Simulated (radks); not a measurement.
Problem. Excited configurations of the thulium ion Tm19+: one electron is placed in a higher orbital outside [Kr] 4d10 4f3. The ground configuration is [Kr] 4d10 4f4. Calculated with a radial shooting solver on a logarithmic mesh with Libxc functionals: scalar-relativistic Kohn-Sham, PBE, spin-polarised, spherical densities, finite nucleus; open shells are filled with parallel spins first (spin-orbit coupling, left out, can overturn this in heavy ions); Fermi nuclear charge, rms radius 5.2256 fm. Excitation = E - E(ground); binding = E(ion) - E, where the ion is the core of charge +20; n* = 20/sqrt(2 binding) in atomic units. These energies are relativistic, and a one-electron ion of charge +20 with no core already has n* below n in this formula (scalar-relativistic equation, point nucleus: 5s 4.991, 5p 4.994, 5d 4.997, 5f 4.999, 6s 5.991, 6p 5.994, 6d 5.997, 6f 5.998, 7s 6.990, 7p 6.994, 7d 6.997, 7f 6.998). The quantum defect is therefore taken as that value minus n*, so that it holds no relativistic shift of the bare ion.

| outer orbital | excitation (eV) | binding (eV) | n* | quantum defect | eigenvalue (eV) | <r> (bohr) |
|---|---|---|---|---|---|---|
| 5s | 36.708 | 448.89 | 3.482 | 1.509 | -437.48 | 0.9367 |
| 5p | 81.690 | 403.91 | 3.671 | 1.324 | -393.22 | 0.9947 |
| 5d | 142.95 | 342.65 | 3.985 | 1.012 | -332.79 | 1.078 |
| 5f | 208.28 | 277.32 | 4.430 | 0.569 | -268.32 | 1.182 |
| 6s | 216.89 | 268.71 | 4.500 | 1.490 | -262.97 | 1.545 |
| 6p | 238.27 | 247.33 | 4.691 | 1.303 | -241.94 | 1.634 |
| 6d | 268.19 | 217.41 | 5.003 | 0.994 | -212.35 | 1.765 |
| 6f | 300.67 | 184.93 | 5.425 | 0.573 | -180.18 | 1.929 |
| 7p | 317.67 | 167.92 | 5.693 | 1.301 | -164.23 | 2.412 |
| 7d | 334.77 | 150.83 | 6.007 | 0.990 | -147.56 | 2.593 |
| 7f | 353.49 | 132.11 | 6.418 | 0.580 | -129.09 | 2.816 |

Estimate the row for 7s.

Solution. excitation (eV) 305.61; binding (eV) 179.99; n* 5.499; quantum defect 1.492; eigenvalue (eV) -176.04; <r> (bohr) 2.294. The Delta-SCF ionisation energy is 485.60 eV (NIST Atomic Spectra Database: 496 eV, theoretical). Self-interaction in the functional shifts the binding energies and quantum defects, so they are the method's values and not measured ones. Open shells are spherical and high-spin; term and fine-structure splittings are not resolved. Spin-orbit splitting is averaged out at the scalar-relativistic level.
